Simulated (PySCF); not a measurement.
Spin-rotation constants: SMILES ClC[SiH]1OCCO1, C3H7ClO2Si

Molfile (atoms numbered from 1):
```
C3H7ClO2Si
     RDKit          3D

 14 14  0  0  0  0  0  0  0  0999 V2000
    3.5007   -1.2592    0.2096 Cl  0  0  0  0  0  0  0  0  0  0  0  0
    2.2934    0.0285    0.3960 C   0  0  0  0  0  0  0  0  0  0  0  0
    0.6080   -0.6111   -0.2004 Si  0  0  0  0  0  4  0  0  0  0  0  0
   -0.1463    0.4553   -1.1878 O   0  0  0  0  0  0  0  0  0  0  0  0
   -1.4529    0.7288   -0.7693 C   0  0  0  0  0  0  0  0  0  0  0  0
   -1.7136   -0.0283    0.5558 C   0  0  0  0  0  0  0  0  0  0  0  0
   -0.5042   -0.5717    0.9999 O   0  0  0  0  0  0  0  0  0  0  0  0
    2.6490    0.8700   -0.1929 H   0  0  0  0  0  0  0  0  0  0  0  0
    2.2983    0.3054    1.4475 H   0  0  0  0  0  0  0  0  0  0  0  0
    0.6917   -1.9248   -0.8260 H   0  0  0  0  0  0  0  0  0  0  0  0
   -1.5500    1.8100   -0.6373 H   0  0  0  0  0  0  0  0  0  0  0  0
   -2.1490    0.4017   -1.5456 H   0  0  0  0  0  0  0  0  0  0  0  0
   -2.0985    0.6358    1.3328 H   0  0  0  0  0  0  0  0  0  0  0  0
   -2.4274   -0.8410    0.3955 H   0  0  0  0  0  0  0  0  0  0  0  0
  1  2  1  0
  2  3  1  0
  3  4  1  0
  4  5  1  0
  5  6  1  0
  6  7  1  0
  7  3  1  0
  2  8  1  0
  2  9  1  0
  3 10  1  0
  5 11  1  0
  5 12  1  0
  6 13  1  0
  6 14  1  0
M  END
```

Method: PySCF, GIAO CAM-B3LYP/pcSseg-1 magnetisability, rotational g tensor and spin-rotation constants, non-relativistic, gas phase. Geometry: GFN2-xTB.

(1) Give the nuclear spin-rotation constants along the inertial axes (H = +C I·J) beside the isotropic shieldings.

(2) How do the rotational constants and the g tensor change when H8, H9, H10, H11, H12, H13, H14 are replaced by deuterium?

## Answers

(1) Rotational constants 5.4777, 0.8998, 0.8309 GHz. A star marks the isotopologue with that one atom substituted, in its own axes.
| atom | isotope | Caa (kHz) | Cbb (kHz) | Ccc (kHz) | mean (kHz) | σ (ppm) |
| --- | --- | --- | --- | --- | --- | --- |
| Cl1 | 35Cl | 0.323 | 0.128 | 0.113 | 0.188 | 955.1 |
| H8 | 1H | -0.607 | 0.001 | -0.061 | -0.222 | 28.9 |
| H9 | 1H | -0.608 | -0.033 | -0.029 | -0.223 | 28.9 |
| H10 | 1H | -0.411 | -0.091 | 0.037 | -0.155 | 27.0 |
| H11 | 1H | -0.485 | -0.071 | 0.017 | -0.180 | 27.5 |
| H12 | 1H | -0.282 | -0.068 | -0.018 | -0.123 | 27.5 |
| H13 | 1H | -0.428 | -0.059 | -0.003 | -0.164 | 27.4 |
| H14 | 1H | -0.424 | -0.069 | 0.005 | -0.163 | 27.6 |
| C2 | 13C* | 0.800 | 0.156 | 0.135 | 0.363 | 155.8 |
| Si3 | 29Si* | -3.625 | -0.588 | -0.547 | -1.586 | 330.0 |
| O4 | 17O* | -0.696 | -0.029 | -0.068 | -0.264 | 298.4 |
| C5 | 13C* | 0.932 | 0.203 | 0.205 | 0.447 | 119.6 |

For the geometry as given, no vibrational averaging.

(2) Constants 4.5974, 0.8253, 0.7711 GHz; g -0.0388, -0.0094, -0.0087, against -0.0461, -0.0101, -0.0092 before.
